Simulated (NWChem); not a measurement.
System: C$_{2}$H$_{6}$OSi; SMILES C(C)(=O)[SiH3]

NWChem input:

```
start job
memory heap 200 mb stack 900 mb global 1100 mb
geometry units angstroms noautoz
  C     -1.068579     1.450562     0.000000
  C      0.139094     0.552839     0.000000
  O      1.269155     0.985089     0.000000
  Si    -0.043709    -1.384354     0.000000
  H     -1.694413     1.239954     0.883215
  H     -1.694413     1.239954    -0.883215
  H     -0.757116     2.504703     0.000000
  H      0.642923    -1.899958    -1.219651
  H      0.642923    -1.899958     1.219651
  H     -1.470172    -1.835815     0.000000
end
basis spherical
  C library def2-svp
  O library def2-svp
  Si library def2-svp
  H library def2-svp
end
dft
  xc revpbe cpbe96
  iterations 150
  mulliken
end
task dft energy
```

NWChem printed, in part:

```
             Northwest Computational Chemistry Package (NWChem) 7.3.0
             --------------------------------------------------------

 CS  symmetry detected

                             Geometry "geometry" -> ""
                             -------------------------

 Output coordinates in angstroms (scale by  1.889725989 to convert to a.u.)

  No.       Tag          Charge          X              Y              Z
 ---- ---------------- ---------- -------------- -------------- --------------
    1 C                    6.0000    -1.01925256     1.48228209     0.00000000
    2 C                    6.0000     0.16340269     0.55184821     0.00000000
    3 O                    8.0000     1.30486871     0.95301309     0.00000000
    4 Si                  14.0000    -0.07234166    -1.37961710     0.00000000
    5 H                    1.0000    -1.65061533     1.28887843     0.88321500
    6 H                    1.0000    -1.65061533     1.28887843    -0.88321500
    7 H                    1.0000    -0.67906043     2.52750540     0.00000000
    8 H                    1.0000     0.59992411    -1.91381718    -1.21965100
    9 H                    1.0000     0.59992411    -1.91381718     1.21965100
   10 H                    1.0000    -1.51062437    -1.79187497     0.00000000

 Effective nuclear repulsion energy (a.u.)     155.0061786484

      Symmetry information
      --------------------

 Group name             Cs
 Group number              2
 Group order               2
 No. of unique centers     8

  pbe96 is a nonlocal functional; adding pw91lda local functional.

                                 NWChem DFT Module
                                 -----------------

 Summary of "ao basis" -> "ao basis" (spherical)
 ------------------------------------------------------------------------------
       Tag                 Description            Shells   Functions and Types
 ---------------- ------------------------------  ------  ---------------------
 C                          def2-svp                 6       14   3s2p1d
 O                          def2-svp                 6       14   3s2p1d
 Si                         def2-svp                 8       18   4s3p1d
 H                          def2-svp                 3        5   2s1p

      Symmetry analysis of basis
      --------------------------

        a'         61
        a"         29

            General Information
            -------------------
          SCF calculation type: DFT
          Wavefunction type:  closed shell.
          No. of atoms     :    10
          No. of electrons :    40
           Alpha electrons :    20
            Beta electrons :    20
          Charge           :     0
          Spin multiplicity:     1
          Use of symmetry is: on ; symmetry adaption is: on
          Maximum number of iterations: 150
          AO basis - number of functions:    90
                     number of shells:    44
          Convergence on energy requested:  1.00D-06
          Convergence on density requested:  1.00D-05
          Convergence on gradient requested:  5.00D-04

              XC Information
              --------------
                        RevPBE Exchange Functional  1.000
            Perdew 1991 LDA Correlation Functional  1.000 local
           PerdewBurkeErnz. Correlation Functional  1.000 non-local

             Grid Information
             ----------------
          Grid used for XC integration:  medium
          Radial quadrature: Mura-Knowles
          Angular quadrature: Lebedev.
          Tag              B.-S. Rad. Rad. Pts. Rad. Cut. Ang. Pts.
          ---              ---------- --------- --------- ---------
          C                   0.70       49          11.0       434
          O                   0.60       49          11.0       434
          Si                  1.10       88          11.0       590
          H                   0.35       45          12.0       434
          Grid pruning is: on
          Number of quadrature shells:   415
          Spatial weights used:  Erf1

      Superposition of Atomic Density Guess
      -------------------------------------

 Sum of atomic energies:        -441.67499331

      Non-variational initial energy
      ------------------------------

 Total energy =    -443.496991
 1-e energy   =    -915.038188
 2-e energy   =     316.535018
 HOMO         =      -0.280388
 LUMO         =      -0.037483

      Symmetry analysis of molecular orbitals - initial
      -------------------------------------------------

  Numbering of irreducible representations:

     1 a'          2 a"

  Orbital symmetries:

     1 a'          2 a'          3 a'          4 a'          5 a'
     6 a"          7 a'          8 a'          9 a'         10 a'
    11 a'         12 a'         13 a'         14 a"         15 a'
    16 a"         17 a'         18 a"         19 a'         20 a'
    21 a"         22 a'         23 a'         24 a"         25 a'
    26 a'         27 a'         28 a"         29 a'         30 a'

     ---------------------------------------------
      Total Density - Mulliken Population Analysis
     ---------------------------------------------

    Atom       Charge   Shell Charges
 -----------   ------   -------------------------------------------------------
    1 C    6     6.25   1.99  0.97  0.16  2.07  1.04  0.02
    2 C    6     5.62   1.99  0.96  0.34  1.54  0.70  0.08
    3 O    8     8.70   1.99  1.13  0.68  3.06  1.83  0.01
    4 Si  14    13.60   2.00  1.99  1.02  0.28  5.94  1.15  1.11  0.11
    5 H    1     0.87   0.65  0.20  0.03
    6 H    1     0.87   0.65  0.20  0.03
    7 H    1     0.91   0.67  0.21  0.02
    8 H    1     1.06   0.69  0.36  0.01
    9 H    1     1.06   0.69  0.36  0.01
   10 H    1     1.08   0.69  0.37  0.01

[...]
```

Level: revPBE/def2-SVP. Coordinates come from a PBE0/def2-SVP optimisation.
